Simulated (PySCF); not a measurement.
Computed shifts of a molecule CH7GeNSi2, PBE/pcSseg-1 in PySCF, GIAO, gas phase, equivalent atoms averaged, in ppm (number of nuclei): ²⁹Si: -5.7 (1), -77.4 (1). ¹³C: 255.8 (1). ¹⁵N: 601.0 (1). ¹H: 6.30 (2), 6.15 (2), 4.55 (3). References: ²⁹Si against TMS (σ = 335.4 ppm); ¹³C against TMS (σ = 182.0 ppm); ¹⁵N against NH3 (σ = 267.0 ppm); ⁷³Ge against GeH4 (σ = 1614.4 ppm); ¹H against TMS (σ = 31.49 ppm), references at their B3LYP-D3(BJ)/def2-TZVP geometries, non-relativistic. The structure is a stationary point at ωB97X-D3(BJ)/def2-SVP. Other conformers were not sampled.

Problem. Which structure fits?
(A) [CH]1=N[SiH2][SiH2][GeH2]1
(B) [GeH3][Si@@H]1C=N[SiH2]1
(C) [SiH3][Si@@H]1C=[N][GeH2]1
(D) [SiH3][C]1=N[SiH2][GeH2]1

Solution. D, [SiH3][C]1=N[SiH2][GeH2]1
